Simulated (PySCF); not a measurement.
Species: C₈H₉N.
Structure used (GFN2-xTB), in Å, numbered top down from 1:
```xyz
18
C8H9N angstrom
C      3.4724   -0.0249   -0.3774
N      2.0996    0.3541   -0.3879
C      1.1969   -0.5188   -0.2732
C     -0.2169   -0.1768   -0.2742
C     -0.6351    1.1457   -0.4284
C     -1.9804    1.4553   -0.4227
C     -2.9262    0.4536   -0.2615
C     -2.5206   -0.8620   -0.1086
C     -1.1748   -1.1769   -0.1155
H      3.9262    0.3059   -1.3133
H      3.9677    0.5095    0.4351
H      3.6319   -1.1064   -0.2551
H      1.4279   -1.5916   -0.1625
H      0.1169    1.9090   -0.5510
H     -2.2999    2.4801   -0.5437
H     -3.9785    0.6983   -0.2568
H     -3.2557   -1.6435    0.0172
H     -0.8600   -2.2045    0.0032
```

Theory: TDDFT PBE0/def2-SVPD, vertical, gas phase, core orbitals frozen in the response (PySCF 2.14.0, density-fitted response routines).

Frontier orbitals with the atoms that hold most of them (Löwdin shares over 4%, at most four atoms; ? is withheld):

| orbital | ε (eV) | atoms |
| --- | --- | --- |
| LUMO+2 | 0.93 | C3 13%, C1 13%, C9 11%, H18 10% |
| LUMO+1 | -0.27 | C9 20%, C6 20%, C8 16%, C5 16% |
| LUMO | ? | ? |
| HOMO | -6.97 | ? |
| HOMO-1 | -7.26 | N2 59%, C3 12%, C1 11%, H13 6% |
| HOMO-2 | -7.46 | C6 22%, C9 22%, C5 18%, C8 18% |
| HOMO-3 | -9.13 | C3 21%, N2 20%, C7 12%, C1 10% |

(1) Give the leading atoms of the HOMO.

(2) Give the leading atoms of the LUMO.

(3) What is the LUMO energy, and the HOMO–LUMO gap?

Results:

(1) C7 (bonded to 2 C and H) 17%; C4 (bonded to 3 C) 17%; N2 (bonded to 2 C) 16%; C5 (bonded to 2 C and H) 10%. By element: carbon 45% or more, nitrogen 16%.

(2) N2 (bonded to 2 C) 20%; C3 (bonded to C, N and H) 16%; C7 (bonded to 2 C and H) 13%; C4 (bonded to 3 C) 12%. By element: carbon 42% or more, nitrogen 20%.

(3) ε(LUMO) = -1.30 eV; the gap is 5.67 eV (0.2084 hartree).

Question: How does S1 compare with the orbital gap of 5.67 eV?

Answer: S1 is at 4.35 eV (f = 0.0006), 1.32 eV below the gap, made of HOMO-1→LUMO (96%). Its leading pair isn't HOMO and LUMO; the energies of that pair differ by 5.95 eV. 

Question: Give energy, strength and leading configuration of S1, S3, S4 and S6, and follow the Löwdin shares of the leading atoms from the occupied to the empty orbital.

Answer: 
- S1 (4.35 eV, f 0.0006), HOMO-1→LUMO (96%): N2 59% → 20%, C3 12% → 16%
- S3 (5.13 eV, f 0.420), HOMO→LUMO (94%): C7 17% → 13%, C4 17% → 12%, N2 16% → 20%, C3 at most 11% → 16%
- S4 (5.99 eV, f 0.0003), HOMO-1→LUMO+1 (100%): N2 59% → at most 16%, C3 12% → at most 16%, C9 at most 6% → 20%, C6 at most 6% → 20%
- S6 (6.66 eV, f 0.431), HOMO-2→LUMO+1 (78%): C6 22% → 20%, C9 22% → 20%

Hardware: one thread of an Arm Neoverse V1, shared host. Cost: 64 s wall, 1.0 GiB resident at most.

One conformer stands for the species.
